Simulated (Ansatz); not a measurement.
Consider the germylene loss: `O[BH][GaH][GeH3]` → `O[BH][GaH2]` + `[GeH2]`.

Computed with Ansatz on PBE0-D4/def2-TZVP structures; ΔE is electronic, products minus reactants. CBS: MP2 limit from def2 TZ/QZ plus the TZ coupled-cluster correction, frozen cores. Functionals use def2-TZVPP. B3LYP here is the variant with VWN-RPA as its local correlation; programs differ in this. HSE06 is defined as in plane-wave codes. For Ga, Ge outer-core shells are correlated without core-valence functions, which leaves a few kJ/mol of doubt a bond. Scalar relativity is left out up to krypton. One conformer a species, not always the lowest.

`O[BH][GaH][GeH3]`:

Cartesian coordinates in Å:
```
O -1.500 1.048 -1.989
B -0.330 1.282 -1.350
Ga -0.123 0.678 0.649
Ge 0.687 -1.551 1.291
H -1.507 1.337 -2.907
H 0.569 1.808 -1.963
H -0.420 1.627 1.876
H 1.028 -2.466 0.097
H -0.365 -2.300 2.137
H 1.960 -1.461 2.160
```

`O[BH][GaH2]`:

```xyz
7

O    -0.189    1.306   -1.095
B    -0.388    0.631    0.063
Ga    0.533   -1.237    0.331
H    -0.647    2.152   -1.134
H    -1.096    1.135    0.904
H    -0.168   -2.594   -0.067
H     1.956   -1.393    0.998
```

`[GeH2]`:

Z-matrix (Å, degrees):
```
Ge
H 1 1.595
H 1 1.594 2 90.6
```

| level | ΔE (kJ/mol) | difference from CCSD(T)/CBS |
| --- | --- | --- |
| LDA (SPW92) | 250.2 | 35.6 |
| PBE-D4 | 216.7 | 2.1 |
| revPBE-D4 | 204.8 | -9.8 |
| BLYP-D4 | 188.5 | -26.1 |
| B97M-V | 207.8 | -6.8 |
| PBE0-D4 | 223.7 | 9.1 |
| B3LYP-D4 | 198.6 | -16.0 |
| r2SCANh-D4 | 228.8 | 14.2 |
| r2SCAN0-D4 | 230.0 | 15.4 |
| HSE06-D4 | 223.9 | 9.3 |
| CAM-B3LYP-D4 | 205.0 | -9.6 |
| ωB97X-V | 213.8 | -0.8 |
| ωB97M-V | 201.7 | -12.9 |
| PBE-QIDH | 231.4 | 16.8 |
| PBE | 210.4 | -4.2 |
| revPBE | 193.5 | -21.1 |
| BLYP | 176.3 | -38.3 |
| r2SCAN | 226.4 | 11.8 |
| PBE0 | 218.0 | 3.4 |
| B3LYP | 188.4 | -26.2 |
| r2SCANh | 226.9 | 12.3 |
| r2SCAN0 | 227.9 | 13.3 |
| HSE06 | 218.3 | 3.7 |
| BHLYP | 196.8 | -17.8 |
| LC-ωPBE | 224.0 | 9.4 |
| HF/def2-SVP | 179.0 | -35.6 |
| MP2/def2-SVP | 219.8 | 5.2 |
| CCSD/def2-SVP | 198.6 | -16.0 |
| CCSD(T)/def2-SVP | 202.8 | -11.8 |
| HF/def2-TZVPP | 177.9 | -36.7 |
| MP2/def2-TZVPP | 231.2 | 16.6 |
| SCS-MP2/def2-TZVPP | 214.1 | -0.5 |
| CCSD/def2-TZVPP | 211.4 | -3.2 |
| CCSD(T)/def2-TZVPP | 216.8 | 2.2 |
| HF/def2-QZVPP | 175.9 | -38.7 |
| MP2/def2-QZVPP | 229.3 | 14.7 |
| SCS-MP2/def2-QZVPP | 212.4 | -2.2 |
| HF/CBS(def2) | 175.7 | -38.9 |
| MP2/CBS(def2) | 229.0 | 14.4 |
| CCSD/CBS(def2) | 209.1 | -5.5 |
| CCSD(T)/CBS | 214.6 | 0 |

Largest T1 diagnostic among the species: 0.014.

From BLYP to BHLYP (50 % exact exchange), in def2-TZVPP and without D4, ΔE moves by +20.5 kJ/mol. In def2-TZVPP, CCSD(T) changes the Hartree–Fock value by +38.9 kJ/mol (the triples alone add +5.4 kJ/mol) and MP2 by +53.3 kJ/mol. The D4 term adds +10.2 kJ/mol with B3LYP and +5.7 kJ/mol with PBE0; it sums over pairs of atoms, weighted by their polarisabilities, and B3LYP, whose exchange is more repulsive, gets the larger term.
